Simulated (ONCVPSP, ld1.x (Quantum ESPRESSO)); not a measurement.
## Pseudopotentials across the periodic table

Generated with ld1.x 7.5 (TM, RRKJ, ultrasoft, PAW), atompaw 4.2 or ONCVPSP 4.0.1. The cutoff is in Ry: for ld1.x and atompaw files where the sum of valence levels is converged to 10 mRy in a Bessel basis, for ONCV files where the hardest occupied wave has 1 mHa per electron of residual kinetic energy. The error is the largest all-electron minus pseudo excitation energy over each file’s own four to seven test configurations (ionisations up to +4, promotions, holes and added fractions of an electron), all of which were solved. The labels leave out finer settings (local radius, basis sizes, second energies), which also bear on the numbers. Spin-polarised tests are not counted. The rows are a selection from randomly drawn settings: files with unsolved tests, undetermined cutoffs or missed reference levels are left out.

A true bound ghost makes a file unfit for plane-wave use even where its test errors are small: the radial tests pick states by their node count and pass the ghost by.

| element | potential | cutoff (Ry) | largest error (meV) | bound ghosts |
| --- | --- | --- | --- | --- |
| Al | ultrasoft, PBE, non-relativistic, rc 1.70/2.15 (sp), local smoothed, core correction no, reference 3s1.75 3p1.25 | 8 | +33 | none |
| K | ONCV, PBEsol, scalar-relativistic, rc 1.65/1.25/1.65 (spd), local smoothed, core correction yes, reference 3s2 3p6, qcut 8.4/6.8/4.9, projectors 1/2/2 | 48 | +87 | none |
| Rh | TM, PBE, scalar-relativistic, rc 2.85/3.00/1.85 (spd), local s, core correction no, reference 4d8 5s1 5p0 | 50 | -432 | none |
| I | ONCV, PBE, scalar-relativistic, rc 1.80/1.95 (sp), local smoothed, core correction yes, reference 5s2 5p5, qcut 2.8/3.4, projectors 1/3 | 65 | -48 | p |
| Cs | ONCV, PBEsol, scalar-relativistic, rc 3.20/2.00/2.70 (spd), local smoothed, core correction yes, reference 5s2 5p6 6s1, qcut 3.2/3.3/3, projectors 2/1/3 | 56 | +3.7 | none |
| Tl | ONCV, PBE, scalar-relativistic, rc 1.40/1.30/1.75/1.55 (spdf), local smoothed, core correction yes, reference 5s2 5p6 5d10 6s1 6p2, qcut 7.4/12.9/8.6/6.9, projectors 2/2/2/2 | 103 | -482 | none |

Problem. Fill in the row for Sn: ONCV, revPBE, scalar-relativistic, rc 1.20/1.60/1.60 (spd), local smoothed, core correction yes, reference 4s2 4p6 4d10 5s2 5p2, qcut 8.5/9.8/8.8, projectors 2/2/2.

Solution. cutoff 68 Ry, largest error -13 meV, bound ghosts: none.
